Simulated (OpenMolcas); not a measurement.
## Bi³⁺: effect of the active space

| Property | Result |
| --- | --- |
| Program | OpenMolcas 26.06 |
| Method | MS-CASPT2 or its RAS form, IPEA 0.25 Eh, imaginary shift 0.1 Eh |
| Basis | ANO-R2 |
| Scalar Hamiltonian | X2C, finite nucleus |
| Spin-orbit coupling | state interaction with AMFI integrals over the reference wave functions, term energies averaged over their components |

A. 2 electrons in 4 orbitals (6s 6p); 2S+1 = 3 even, 3 roots; 2S+1 = 1 even, 7 roots; 2S+1 = 3 odd, 3 roots; 2S+1 = 1 odd, 3 roots; closed shells correlated: 5d; CASPT2 step about 4 core-seconds
B. 2 electrons in 8 orbitals (6s 6p 7s 7p); 2S+1 = 3 even, 3 roots; 2S+1 = 1 even, 7 roots; 2S+1 = 3 odd, 3 roots; 2S+1 = 1 odd, 3 roots; closed shells correlated: 5d; CASPT2 step of the order of 6 core-seconds
C. 2 electrons in 9 orbitals (RAS2 6s 6p; RAS3 6d, at most 2 electrons); 2S+1 = 3 even, 3 roots; 2S+1 = 1 even, 7 roots; 2S+1 = 3 odd, 3 roots; 2S+1 = 1 odd, 3 roots; closed shells correlated: 5d; CASPT2 step about 7 core-seconds

Energies in cm-1 above 6s2 1S0, the measured ground level; measured values from Moore, Atomic Energy Levels, vol. III, NSRDS-NBS 35 (1971 reprint of NBS Circular 467, 1958).

```json
{"Level": "6s2 1S0", "A": "0.0", "B": "0.0", "C": "0.0", "Measured": "0.0"}
{"Level": "6s 6p 3P* 0", "A": "73990", "B": "73460", "C": "74370", "Measured": "70968"}
{"Level": "6s 6p 3P* 1", "A": "78530", "B": "77960", "C": "78830", "Measured": "75926"}
{"Level": "6s 6p 3P* 2", "A": "94950", "B": "94420", "C": "95290", "Measured": ""}
{"Level": "6s 6p 1P* 1", "A": "112640", "B": "111920", "C": "112950", "Measured": "114602"}
```

Deviations, from unrounded energies. A percentage is the sum of absolute deviations over the sum of measured energies, with the sign that they share, or ± where signs differ.

```
           Against measurement  Levels     A     B     C
mean absolute deviation (cm-1)       3  2500  2400  2700
      other configurations (%)       3  ±2.9  ±2.8  ±3.0
```

B lies closest to measurement on these levels and C furthest from it. The largest miss of B in the table is 6s 6p 1P* 1, by -2700 cm-1. The ranking rests on the paired levels alone, and a cruder setting can come out closer through cancelling errors.

Among A to C the level of the table that moves most is 6s 6p 1P* 1, by 1000 cm-1 (lowest in B, highest in C). Moves below CASPT2's spread within the term are not significant.

Over all roots computed the reference weight is 0.88 to 0.94 in A, 0.87 to 0.94 in B; the roots of lowest weight are the least certain, and an intruder state may touch them. Spin-orbit splittings of 6p shells tend to come out small when the coupling is added on scalar orbitals. The run also gave levels led by 6s 7s, which use shells meant for correlation; these and all levels above them are left out (holds for B). Active for correlation alone: 6d; no level in the range computed is led by a configuration that fills it, so any true level of that kind is missing (holds for C). Computed and measured levels are paired by configuration, term and J; levels that our copy of the source lacks, or whose pairing is in doubt (as where it misses far off the trend of its configuration), stay unpaired and out of the deviations. Levels of configurations outside the active space are missing. The table leaves out levels that lie high or whose names do not pair safely across all columns.

* marks odd parity.
